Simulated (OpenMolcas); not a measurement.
**Ga2+: effect of the active space**

```
Program             : OpenMolcas
Method              : CASSCF or its RAS form
Basis               : ANO-R1
Scalar Hamiltonian  : X2C, finite nucleus
Spin-orbit coupling : state interaction with AMFI integrals over the reference wave functions, term energies averaged over their components
```

A. 1 electron in 4 orbitals (4s 4p); 2S+1 = 2 even, 1 root; 2S+1 = 2 odd, 3 roots; cost of the order of 5 core-seconds
B. 1 electron in 8 orbitals (4s 4p 5s 5p); 2S+1 = 2 even, 1 root; 2S+1 = 2 odd, 3 roots; cost roughly 8 core-seconds
C. 1 electron in 9 orbitals (RAS2 4s 4p; RAS3 4d, at most 1 electron); 2S+1 = 2 even, 1 root; 2S+1 = 2 odd, 3 roots; cost about 14 core-seconds

Energies in cm-1 above 4s 2S 1/2, the measured ground level; measured values from Shirai, Reader, Kramida and Sugar, J. Phys. Chem. Ref. Data 36, 509 (2007).

```csv
Level,A,B,C,Measured
4s 2S 1/2,0.0,0.0,0.0,0.0
4p 2P* 1/2,63546,63546,63546,65169
4p 2P* 3/2,65301,65301,65301,66888
```

Deviations, from unrounded energies. A percentage is the sum of absolute deviations over the sum of measured energies, with the sign that they share, or ± where signs differ.

```tsv
Against measurement	Levels	A	B	C
mean absolute deviation (cm-1)	2	1600	1600	1600
other configurations (%)	2	-2.4	-2.4	-2.4
```

A, B, C lie about equally close to measurement. The largest miss of A in the table is 4p 2P* 1/2, by -1600 cm-1. The ranking rests on the paired levels alone, and a cruder setting can come out closer through cancelling errors.

Among A to C no level of the table moves by more than 5 cm-1.

With one active electron the reference holds no correlation, so core polarisation is missing. With one active electron outside closed inactive shells, the extra shells (5p 5s) add no correlation to the reference (holds for B). With one active electron outside closed inactive shells, the extra shells (4d) add no correlation to the reference (holds for C). Measured partners are found by configuration, term and J. A level has none where our copy of the source lacks it or the pairing is in doubt (some pairs that miss far off the trend of their configuration count as doubtful), and it then counts in no deviation. Only configurations of the active space appear.

* marks odd parity.
